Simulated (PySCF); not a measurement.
Si(Me)(OH)2(PH2) (CH₇O₂PSi), SMILES C[Si](O)(O)P. Coordinates come from a PBE0-D3(BJ)/def2-SVP optimisation. This is a generated structure with no PubChem entry under its InChIKey; it may be hypothetical. The values are those of a single conformer.

Method: PBE0-D3(BJ)/def2-SVP run with PySCF.

Harmonic wavenumbers (cm⁻¹): 119, 143, 151, 174, 223, 247, 263, 295, 371, 458, 616, 690, 708, 756, 770, 807, 871, 892, 944, 1087, 1269, 1423, 1427, 2404, 2420, 3058, 3160, 3176, 3918, 3923. Rotational constants (GHz): 3.559, 2.105, 2.067; symmetry number 1.

Work out the zero-point energy and the ideal-gas rigid-rotor harmonic-oscillator thermochemistry at 298.15 K and 1 atm.

ZPE = ½ Σ hcν = ½ × 36764 cm⁻¹ = 52.56 kcal/mol. H − E(el) = 58.66 kcal/mol. Entropy in cal/(mol K): translation 40.01, rotation 27.43, vibration 21.81, total 89.25. G − E(el) = 32.05 kcal/mol. Cp = 32.32 cal/(mol K). Modes under 150 cm⁻¹ make the vibrational entropy uncertain.
